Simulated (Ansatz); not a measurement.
Start from `CBCC#CC` and change one atom or group to get `CC#CCCCC`.

Ansatz, PBE0-D4/def2-TZVP geometries, multiplicity 1. Each molecule was computed in one conformer, which needn't be the lowest.

```csv
property,`CBCC#CC`
LUMO energy (B3LYP/def2-TZVPP) / eV,-0.61
HOMO–LUMO gap (PBE/def2-TZVPP) / eV,4.69
LUMO energy (ωB97M-V/def2-TZVPP) / eV,1.53
size of the dipole moment (PBE/def2-TZVPP) / D,1.11
size of the dipole moment (B3LYP/def2-TZVPP) / D,0.98
HOMO–LUMO gap (ωB97M-V/def2-TZVPP) / eV,10.90
```

(1) Give the same properties after the change, and the shifts. (An estimate is asked.)

Results:

(1) Computed: 
```tsv
property	`CC#CCCCC`	shift
LUMO energy (B3LYP/def2-TZVPP) / eV	0.78	1.39
HOMO–LUMO gap (PBE/def2-TZVPP) / eV	6.10	1.41
LUMO energy (ωB97M-V/def2-TZVPP) / eV	2.55	1.02
size of the dipole moment (PBE/def2-TZVPP) / D	0.16	-0.95
size of the dipole moment (B3LYP/def2-TZVPP) / D	0.14	-0.84
HOMO–LUMO gap (ωB97M-V/def2-TZVPP) / eV	11.86	0.96
```

With PBE0 the HOMO rises by 0.15 eV and the LUMO rises by 1.51 eV, so the gap widens by about 1.36 eV. PBE moves the HOMO by 0.23 eV and ωB97M-V by 0.06 eV. Dipoles are sizes alone; their direction can turn.

B3LYP here is the variant with VWN-RPA as its local correlation; programs differ in this.
